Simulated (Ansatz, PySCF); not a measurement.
Reaction (SMILES): CCCCCCO -> CCC[CH]CCO + H atom (the C-H bond at the site shown breaks; other sites are not compared here)
Each molecule is optimised on its own at B3LYP-D3(BJ)/def2-TZVP (Ansatz, a program for electronic structure), one conformer each, not searched for the lowest. Frequencies are from Ansatz or PySCF.
Geometry of the first species:
SMILES: C(O)CCCCC
```xyz
21

C      3.8070    -0.0284     0.1089
C      2.4584    -0.7376     0.0279
C      1.2737     0.2249     0.0534
C     -0.0804    -0.4745    -0.0274
C     -1.2626     0.4911     0.0037
C     -2.6062    -0.2167    -0.0872
O     -3.7154     0.6725     0.0000
H      3.9393     0.6608    -0.7287
H      3.8899     0.5535     1.0301
H      4.6351    -0.7391     0.0888
H      2.4142    -1.3380    -0.8867
H      2.3652    -1.4440     0.8592
H      1.3659     0.9328    -0.7781
H      1.3163     0.8260     0.9685
H     -0.1703    -1.1826     0.8037
H     -0.1221    -1.0745    -0.9433
H     -1.2404     1.0833     0.9231
H     -1.1743     1.2004    -0.8285
H     -2.7241    -0.9088     0.7487
H     -2.6565    -0.8093    -1.0105
H     -3.6542     1.3069    -0.7222
```
Charge 0, spin multiplicity 1.

Wanted: bond dissociation energy (enthalpy at 298 K, with B3LYP-D3(BJ) rigid-rotor harmonic-oscillator terms), in eV. Correlated levels leave the core frozen unless marked. Open shells are spin-unrestricted. No spin-orbit coupling. No relativistic terms. Basis-set limits of correlation are two-point, X^-3; Hartree-Fock from the larger set. The bracket is a focal-point correction in the basis named.

```tsv
level	program	bond dissociation energy (eV)
BLYP-D3(BJ)/def2-TZVPD	Ansatz + dftd3	___
PBE0-D3(BJ)/def2-TZVP	Ansatz + dftd3	4.10
PBE0-D4/def2-TZVP	Ansatz + dftd4	4.10
PBE0/def2-TZVPD	Ansatz	4.10
CAM-B3LYP/def2-TZVPD	Ansatz	___
LC-wPBE-D3(BJ)/def2-TZVPD	Ansatz + dftd3	___
B2GP-PLYP-D3(BJ)/def2-TZVPD	Ansatz + dftd3	___
B2PLYP-D4/def2-TZVPD	Ansatz + dftd4	4.18
PBE-QIDH/def2-TZVPD	Ansatz	4.18
RPA@PBE/cc-pVTZ	Ansatz	4.26
RI-MP2/CBS(cc-pVTZ,cc-pVQZ)+[CCSD(T)-MP2]/cc-pVTZ	Ansatz	4.34
```

Task: Some entries are withheld; supply them.

Result: 
- BLYP-D3(BJ)/def2-TZVPD, bond dissociation energy (eV): 4.08
- CAM-B3LYP/def2-TZVPD, bond dissociation energy (eV): 4.21
- LC-wPBE-D3(BJ)/def2-TZVPD, bond dissociation energy (eV): 4.12
- B2GP-PLYP-D3(BJ)/def2-TZVPD, bond dissociation energy (eV): 4.20
